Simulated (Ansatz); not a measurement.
Abridged output of a molecular run in Ansatz:

```
Functional definition: HF
1289 factors; integrals over basis functions are off by at most 9.4e-4 eV
mean field evaluation 1: about -54195.9103 eV, gradient 4.6e1 eV
mean field evaluation 2: about -54196.1807 eV, gradient 4.6e1 eV
mean field evaluation 4: about -54199.9229 eV, gradient 4.5e0 eV
mean field evaluation 8: about -54199.9790 eV, gradient 6.9e-1 eV
mean field -54199.98022965 eV, -1991.8125353737 hartree, gradient 2.0e-6 eV, S^2 0.000000; 0 other end points of the search recorded, 0 dependent functions left out
12 core orbitals not correlated: weight in the atoms' cores, before any rotation towards them, 1.000 or more for the frozen orbitals, at most 0.000 for the correlated occupied ones
reference -54199.98022965 eV, -1991.8125353737 hartree; 16, 16 occupied and 171, 171 virtual orbitals, 1289 factors
second order -32.06807535 eV of doubles, -0.00000000 eV of singles
cycle   1  -30.09437161 eV  change     2.0e0 eV  update   1.4e-1
cycle   2  -30.91661035 eV  change   -8.2e-1 eV  update   5.4e-2
cycle   3  -31.10142321 eV  change   -1.8e-1 eV  update   2.3e-2
cycle   4  -31.07474675 eV  change    2.7e-2 eV  update   8.1e-3
cycle   5  -31.06208730 eV  change    1.3e-2 eV  update   3.2e-3
cycle   6  -31.06468503 eV  change   -2.6e-3 eV  update   1.2e-3
cycle   7  -31.06498290 eV  change   -3.0e-4 eV  update   3.9e-4
cycle   8  -31.06440766 eV  change    5.8e-4 eV  update   1.6e-4
cycle   9  -31.06446762 eV  change   -6.0e-5 eV  update   6.3e-5
cycle  10  -31.06456967 eV  change   -1.0e-4 eV  update   2.7e-5
cycle  11  -31.06450627 eV  change    6.3e-5 eV  update   1.2e-5
cycle  12  -31.06451164 eV  change   -5.4e-6 eV  update   4.8e-6
perturbative correction -1.02312798 eV, -0.0375992597 hartree
Total energy: -54232.06786928 eV, -1992.9917343800 hartree
```

Its atoms:

```xyz
7

O    -0.416    0.336   -1.435
C    -0.497   -0.344   -0.192
Zn    0.645    0.412    1.201
F     1.685    1.119    2.427
H     0.428    0.135   -1.845
H    -0.315   -1.419   -0.303
H    -1.530   -0.239    0.146
```

**Question.** Which basis set was used?
A. def2-SVP
B. def2-TZVPPD
C. def2-SVPD
D. def2-TZVPP

**Answer.** D. It gives 199 functions.

**Question.** Write the keys of the input that set method, charge and spin (a neutral closed shell needs none for the last two).

**Answer.** 
```yaml
correlation: {method: ccsd_t, frozen_orbitals: {C: 1, F: 1, H: 0, O: 1, Zn: 9}}
```
